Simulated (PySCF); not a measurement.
CH₇GeNO, SMILES C[NH][GeH2][OH]. The structure is a stationary point at ωB97X-D3(BJ)/def2-SVP. This is a generated structure with no PubChem entry under its InChIKey; it may be hypothetical. One conformer was computed; it need not be the lowest.

Problem. Give the equilibrium geometry at ωB97X-D3(BJ)/def2-SVP (PySCF confirms it by a frequency run) as a Z-matrix. (Estimate from the structure and the level; the computed values follow.)

Solution. Several could match; the one computed here: 
```
N
H 1 1.0145
C 1 1.4513 2 114.02
H 3 1.1026 1 109.50 2 -173.58
H 3 1.1038 4 106.86 1 -120.44
H 3 1.1075 4 107.01 5 -115.31
Ge 1 1.8168 2 117.24 3 152.21
O 7 1.7898 1 113.82 2 -88.09
H 8 0.9637 7 113.13 1 63.43
H 7 1.5290 8 102.67 9 -178.93
H 7 1.5381 10 115.23 8 -119.50
```
